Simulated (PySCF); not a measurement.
Molecule: `C1(=O)[C@H](C=O)CC=C1`, C$_{6}$H$_{6}$O$_{2}$.

Bonds (- single, = double, # triple, : aromatic): O1=C2, C2-C3, C3-C4, C4-C5, C5=C6, C6-C7, C7=O8, C7-C3. C2 carries H9; C3 carries H10; C4 carries H11, H12; C5 carries H13; C6 carries H14. Stereochemistry as in O=C[C@@H]1CC=CC1=O. H11 is cis to C2 on the ring; H12 is trans to C2 on the ring.

Frames of a GFN2-xTB Langevin trajectory at 400 K; GIAO PBE0/pcSseg-1 shieldings in PySCF 2.14.0 with density-fitted response routines, gas phase, non-relativistic; equivalent atoms averaged within each frame.

References, each an isolated molecule treated in the same way: $^{17}$O (σref 336.08) vs H2O; $^{13}$C (σref 186.93) and $^{1}$H (σref 31.72) against TMS. The references are static minima.

How do the shifts (ppm) fluctuate along the trajectory?

Answers


```
         time (fs)     O1     O8     C7     C2     C5     C6    C3    C4     H9   H13
               250  691.4  671.3  218.0  202.2  180.3  135.6  68.2  30.3  10.75  8.33
               425  635.7  628.1  203.5  194.5  167.4  149.3  64.7  32.2   9.74  7.67
               625  667.8  643.3  216.8  194.3  186.4  138.7  77.0  40.1   9.63  8.83
               800  752.6  659.9  208.7  212.3  174.3  143.2  60.5  37.0   9.96  8.18
              1000  645.8  585.6  195.2  200.8  183.0  140.3  84.8  28.2  10.10  8.51
    mean of frames  678.7  637.6  208.4  200.8  178.3  141.4  71.0  33.6  10.04  8.31
standard deviation   46.6   33.4    9.5    7.3    7.5    5.2   9.8   4.9   0.44  0.43
```

5 frames give an uncertainty of the mean of about the standard deviation over 2.2 at best, since frames this close in time may not be independent; classical motion lacks zero-point vibration, and the reference would need the same averaging.
